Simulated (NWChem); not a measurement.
C2H6GeO; SMILES [OH][GeH2][CH]=C

```xyz
10

Ge    -0.3564     0.4212    -0.0003
O      0.9780     1.5975    -0.1727
C      0.2893    -1.3366     0.5044
C      0.2652    -2.3712    -0.3415
H     -0.9766     0.3512    -1.4025
H     -1.3552     0.9519     1.0540
H      1.3951     1.8177     0.6664
H      0.6813    -1.4928     1.5177
H     -0.1149    -2.2729    -1.3652
H      0.6233    -3.3671    -0.0556
```
Atoms are numbered in this order, from 1.

Coordinates come from a PBE0/def2-SVP optimisation.

Q: List the 4 lowest vertical singlet excitations from PBE/def2-SVP, full TDDFT (NWChem).

A: 
| state | energy (eV) | oscillator strength | leading excitation (squared amplitude) |
|---|---|---|---|
| S1 | 5.02 | 0.002 | HOMO → LUMO (0.98) |
| S2 | 6.03 | 0.037 | HOMO−2 → LUMO (0.72) |
| S3 | 6.63 | 0.109 | HOMO−3 → LUMO (0.38) |
| S4 | 6.88 | 0.052 | HOMO → LUMO+1 (0.64) |
